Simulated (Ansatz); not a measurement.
`C[S][Ti]([F])([F])[F]` + HCl → `C[S][Ti]([F])([F])[Cl]` + H–F at 700 K and 1 bar (ligand exchange at a Ti–F bond).

Gas-phase electronic energies from Ansatz, PBE0-D4/def2-TZVP geometries. CCSD(T)/CBS is the MP2 limit (def2-TZVPP, def2-QZVPP) plus CCSD(T) − MP2 in def2-TZVPP, frozen cores. This one scheme is used for every species. For Ti outer-core shells are correlated without core-valence functions, which leaves a few kJ/mol of doubt a bond. Scalar relativity is left out up to krypton. One conformer a species, not always the lowest.

```
                 species  CCSD(T)/CBS energy (Eh)  H − E (kJ/mol)  S (J/(mol·K))
 `C[S][Ti]([F])([F])[F]`              -1586.17720           204.3          523.6
                     HCl               -460.38127            38.4          211.8
`C[S][Ti]([F])([F])[Cl]`              -1946.16025           203.6          531.0
                     H–F               -100.39570            45.2          198.5
```

H − E and S are ideal-gas, rigid-rotor, harmonic terms from PBE0-D4/def2-TZVP, for one conformer and one mirror image of each species. 1 Eh = 2625.50 kJ/mol, R = 8.31446 J/(mol·K).

**Question.** By hand: ΔE, ΔH, ΔS and ΔG.

**Answer.** ΔE = (-1946.16025) + (-100.39570) − (-1586.17720) − (-460.38127) = 0.00252 Eh = 6.6 kJ/mol. Δ(H − E) = 203.6 + 45.2 − 204.3 − 38.4 = 6.1, so ΔH = 12.7 kJ/mol. ΔS = 531.0 + 198.5 − 523.6 − 211.8 = -5.9 J/(mol·K). ΔG = 12.7 − 700 × (-5.9)/1000 = 16.8 kJ/mol.

**Question.** By hand: the equilibrium constant, and the temperature at which ΔG would vanish if ΔH and ΔS stayed fixed.

**Answer.** log₁₀ K = −ΔG/(RT ln 10) = -1.3. ΔH and −TΔS have one sign here, so there is no such temperature. One of them is within its doubt of zero, so this could turn.

The number of gas molecules stays the same, so ΔS is small and ΔH decides. A doubt of 5 kJ/mol in ΔE shifts log₁₀ K by 0.4 here. Other conformers and mirror images would add mixing entropy, several J/(mol·K) or more a flexible species. Modes under 60 cm⁻¹, often nearly free rotors, make the harmonic entropy too high. These are equilibria of isolated gas molecules and say nothing of rates. Largest T1 diagnostic: 0.025 (customary marks: 0.02 for closed shells, 0.045 for open ones).
